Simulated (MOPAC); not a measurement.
MOPAC input (PM7):

```
PM7 PRECISE GNORM=0.05 LET XYZ CHARGE=-1 GEO-OK AUX(PRECISION=9) THREADS=1
C3H10GeN

C     1.50667900 1   -1.19520800 1   -0.23738700 1
Ge   -0.03532900 1    0.01555800 1    0.15043100 1
C    -1.51519800 1   -0.70222400 1   -1.03977800 1
C     0.44470700 1    1.72690900 1   -0.83072300 1
N    -0.28714000 1    0.06690200 1    1.91459600 1
H     1.70602000 1   -1.26368200 1   -1.31059000 1
H     2.40286600 1   -0.82313400 1    0.26405700 1
H     1.29525900 1   -2.19591800 1    0.14591400 1
H    -1.81302000 1   -1.69525600 1   -0.69420300 1
H    -2.39056400 1   -0.04852400 1   -0.98456200 1
H    -1.20185700 1   -0.77184900 1   -2.08715000 1
H     0.66750600 1    1.54506600 1   -1.88775300 1
H    -0.38412600 1    2.43828200 1   -0.77054500 1
H     1.31801300 1    2.18539000 1   -0.36023000 1
H    -1.07672100 1    0.68659200 1    2.11642200 1
```

From the output:

```
                                                       MOPAC v23.2.5 Linux

          FINAL HEAT OF FORMATION =          1.89124 KCAL/MOL =       7.91294 KJ/MOL

          COSMO AREA              =        141.34 SQUARE ANGSTROMS
          COSMO VOLUME            =        136.28 CUBIC ANGSTROMS

          GRADIENT NORM           =          0.02959          =       0.00764 PER ATOM
          IONIZATION POTENTIAL    =          2.452376 EV
          HOMO LUMO ENERGIES (EV) =         -2.452  5.032
          NO. OF FILLED LEVELS    =         16
          MOLECULAR WEIGHT        =        132.7087         POINT GROUP:  Cs

          MOLECULAR DIMENSIONS (Angstroms)

            Atom       Atom       Distance
            H    13    H     8     4.91212
            H    11    H    15     4.42550
            H     7    H     9     4.02823

          SCF CALCULATIONS        =         47

   ATOM   CHEMICAL          X               Y               Z
  NUMBER   SYMBOL      (ANGSTROMS)     (ANGSTROMS)     (ANGSTROMS)

     1       C          1.49672809  *  -1.19087775  *  -0.19427821  *
     2      Ge         -0.03323482  *   0.01870465  *   0.09352602  *
     3       C         -1.52609532  *  -0.67583345  *  -1.03376024  *
     4       C          0.41617770  *   1.73139226  *  -0.82652229  *
     5       N         -0.22528738  *   0.02333197  *   1.84338480  *
     6       H          1.69927718  *  -1.26331568  *  -1.25073677  *
     7       H          2.33016863  *  -0.76503249  *   0.35341179  *
     8       H          1.21573647  *  -2.14645541  *   0.23447183  *
     9       H         -1.83521820  *  -1.60545411  *  -0.57869200  *
    10       H         -2.31894832  *   0.05421995  *  -1.00433648  *
    11       H         -1.15718585  *  -0.82497666  *  -2.03394547  *
    12       H          0.72431703  *   1.50701613  *  -1.83319440  *
    13       H         -0.46701035  *   2.34947330  *  -0.80665556  *
    14       H          1.21621255  *   2.17633305  *  -0.25310640  *
    15       H         -0.96186798  *   0.58935038  *   2.16844386  *

                             CARTESIAN COORDINATES

   1    C        1.496728093    -1.190877748    -0.194278208
   2   Ge       -0.033234816     0.018704652     0.093526023
   3    C       -1.526095324    -0.675833454    -1.033760241
   4    C        0.416177696     1.731392258    -0.826522287
   5    N       -0.225287379     0.023331971     1.843384804
   6    H        1.699277183    -1.263315681    -1.250736772
   7    H        2.330168631    -0.765032488     0.353411793
   8    H        1.215736472    -2.146455409     0.234471830
   9    H       -1.835218197    -1.605454114    -0.578691998
  10    H       -2.318948316     0.054219954    -1.004336482
  11    H       -1.157185852    -0.824976663    -2.033945473
  12    H        0.724317031     1.507016134    -1.833194400
  13    H       -0.467010353     2.349473302    -0.806655557
  14    H        1.216212552     2.176333053    -0.253106395
  15    H       -0.961867977     0.589350382     2.168443857

           Empirical Formula: C3 H10 N Ge  =    15 atoms

      MOLECULAR POINT GROUP   :   Cs

                  EIGENVALUES
 -25.42568 -20.22782 -19.69110 -19.38969 -10.68397 -10.02193  -9.70497  -9.68407
  -9.29841  -9.22164  -8.97508  -7.53172  -5.77966  -5.45599  -3.60086  -2.45238
   5.03195   5.11268   5.64981   8.40077  10.37864  10.43566  10.49251  10.52803
  10.55212  10.58033  11.40394  11.64958  11.69826  12.98780

              NET ATOMIC CHARGES AND DIPOLE CONTRIBUTIONS

  ATOM NO.   TYPE          CHARGE      No. of ELECS.   s-Pop       p-Pop
    1          C          -0.467213        4.4672     1.03984     3.42737
    2         Ge           0.029039        3.9710     1.02966     2.94130
    3          C          -0.585099        4.5851     1.04558     3.53952
    4          C          -0.585108        4.5851     1.04558     3.53953
    5          N          -0.865721        5.8657     1.79716     4.06856
    6          H           0.126837        0.8732     0.87316
    7          H           0.151822        0.8482     0.84818
    8          H           0.151809        0.8482     0.84819
    9          H           0.145009        0.8550     0.85499
   10          H           0.136412        0.8636     0.86359
   11          H           0.130119        0.8699     0.86988
   12          H           0.130112        0.8699     0.86989
   13          H           0.136408        0.8636     0.86359
   14          H           0.145017        0.8550     0.85498
   15          H           0.220558        0.7794     0.77944
 DIPOLE           X         Y         Z       TOTAL
 POINT-CHG.     0.750    -0.253    -4.102     4.178
 HYBRID        -0.719     0.628    -0.562     1.108
 SUM            0.031     0.375    -4.664     4.680

          ATOMIC ORBITAL ELECTRON POPULATIONS

     Atom    s        px        py        pz
    1  C   1.03984   1.13806   1.15270   1.13661
    2 Ge   1.02966   1.01036   0.99181   0.93913
    3  C   1.04558   1.19943   1.17345   1.16664
    4  C   1.04558   1.16518   1.21394   1.16042
    5  N   1.79716   1.47222   1.56675   1.02959
    6  H   0.87316
    7  H   0.84818
    8  H   0.84819
    9  H   0.85499
   10  H   0.86359
   11  H   0.86988
   12  H   0.86989
   13  H   0.86359
   14  H   0.85498
   15  H   0.77944

 **********************
 *                    *
 * JOB ENDED NORMALLY *
 *                    *
 **********************

 == MOPAC DONE ==
```

The dipole moment of an ion depends on the origin.

The geometry given is a B3LYP-D3(BJ)/def2-TZVP minimum.
